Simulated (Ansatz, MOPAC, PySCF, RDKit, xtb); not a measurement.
Torsion C1–N2–Ge3–H8 in CH7GeN (SMILES C[NH][GeH3]); at each angle all else is relaxed with GFN2-xTB, and the levels are single points there.
Geometry at 60° (charge 0, multiplicity 1):
```xyz
10

C     -1.372     0.166     0.296
N     -0.292    -0.111    -0.635
Ge     1.443    -0.021    -0.122
H     -2.287     0.393    -0.256
H     -1.100     1.039     0.888
H     -1.579    -0.662     0.984
H     -0.527    -0.894    -1.231
H      1.858    -0.949     0.995
H      2.235    -0.329    -1.347
H      1.656     1.382     0.343
```

On the grid 0° to 120°, 120° is the highest and 60° the lowest point at MP2/CBS(cc-pVTZ, cc-pVQZ) + ΔCCSD(T)/cc-pVTZ.

Rows in 6-31G*, STO-3G carry no dispersion term and start afresh at each structure (6-31G* with six Cartesian d functions); the Pople sets are all-electron and without relativity. The state that AM1 reach isn't checked.

Programs: Ansatz (a program for electronic structure); MOPAC for AM1 (differences of heats of formation); PySCF for 6-31G* rows, STO-3G rows, the dispersion terms; RDKit for the force fields; xtb for the GFN methods. Each number belongs to the level named beside it.

```json
[
 {"level": "UFF", "energy at 120° less that at 60° (kcal/mol)": "9.74"},
 {"level": "GFN-FF", "energy at 120° less that at 60° (kcal/mol)": "3.18"},
 {"level": "AM1", "energy at 120° less that at 60° (kcal/mol)": "0.96"},
 {"level": "HF/STO-3G", "energy at 120° less that at 60° (kcal/mol)": "1.45"},
 {"level": "HF/cc-pVTZ", "energy at 120° less that at 60° (kcal/mol)": "1.25"},
 {"level": "PBE/def2-TZVPP", "energy at 120° less that at 60° (kcal/mol)": "2.06"},
 {"level": "BLYP-D4/def2-TZVPP", "energy at 120° less that at 60° (kcal/mol)": "2.08"},
 {"level": "B3LYP/6-31G*", "energy at 120° less that at 60° (kcal/mol)": "2.10"},
 {"level": "B3LYP-D3(BJ)/def2-TZVPP", "energy at 120° less that at 60° (kcal/mol)": "[?]"}
]
```

Problem. Fill in the missing entries.

Solution. 
- B3LYP-D3(BJ)/def2-TZVPP, energy at 120° less that at 60° (kcal/mol): 1.83
